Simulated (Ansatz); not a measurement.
Gas-phase electronic energies from Ansatz, PBE0-D4/def2-TZVP geometries. CCSD(T)/CBS adds triple-zeta CCSD(T) − MP2 to the extrapolated MP2 energy (def2 sets, frozen cores). DFT in def2-TZVPP. B3LYP here is the variant with VWN-RPA as its local correlation; programs differ in this. For Ge outer-core shells are correlated without core-valence functions, which leaves a few kJ/mol of doubt a bond. Scalar relativity is left out up to krypton. Each species was taken in one conformer, which may not be the lowest.

Consider the redistribution: `[CH3][GeH2][SiH2]Cl` + `C=CN(C)[SiH2]Cl` → `C=CN([SiH2]Cl)[SiH2]Cl` + `[CH3][GeH2][CH3]`.

| level | ΔE (kJ/mol) | difference from CCSD(T)/CBS |
| --- | --- | --- |
| PBE0-D4 | -81.0 | 15.7 |
| ωB97M-V | -95.8 | 0.9 |
| PBE0 | -77.6 | 19.1 |
| B3LYP | -82.2 | 14.5 |
| HF/def2-TZVPP | -96.4 | 0.3 |
| SCS-MP2/def2-TZVPP | -103.2 | -6.5 |
| CCSD(T)/def2-TZVPP | -98.1 | -1.4 |
| MP2/def2-QZVPP | -104.8 | -8.1 |
| HF/CBS(def2) | -97.2 | -0.5 |
| MP2/CBS(def2) | -104.0 | -7.3 |
| CCSD(T)/CBS | -96.7 | 0 |

Largest T1 diagnostic among the species: 0.011.

The D4 term adds −6.1 kJ/mol with B3LYP and −3.4 kJ/mol with PBE0; it sums over pairs of atoms, weighted by their polarisabilities, and B3LYP, whose exchange is more repulsive, gets the larger term. From PBE to PBE0 (25 % exact exchange), in def2-TZVPP and without D4, ΔE moves by −6.6 kJ/mol.
